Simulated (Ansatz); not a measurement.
Basis-set extrapolation for C₃H₁₂N₂Si, SMILES `C[Si](C)(C)NN` (PBE0-D4/def2-TZVP geometry, frozen core, the Gaussian-basis code of Ansatz). Multiplicity 1, RHF reference.

```json
{"": "HF", "def2-TZVPP": "-518.546873", "def2-QZVPP": "-518.567240"}
{"": "MP2 correlation", "def2-TZVPP": "-1.088668", "def2-QZVPP": "-1.162206"}
{"": "CCSD(T) correlation", "def2-TZVPP": "-1.196826", "def2-QZVPP": "not run"}
```

Energies in hartree. Use E(X) = E(∞) + A·exp(−7.88·√X) for Hartree–Fock and E(X) = E(∞) + B·X^(−2.97) for correlation, with X = 3 and 4, and add CCSD(T) minus MP2 of the smaller set to the MP2 limit.

Question: What is the CCSD(T) energy at the basis-set limit?

Answer: HF limit: -518.567240 + (-0.020367) × 0.13774 = -518.57005. MP2 limit: -1.162206 + (-0.073538) × 0.74074 = -1.21668. Higher-order term: -1.196826 − (-1.088668) = -0.10816. Total: -519.89489 hartree, 94.9 kcal/mol below CCSD(T)/def2-TZVPP.
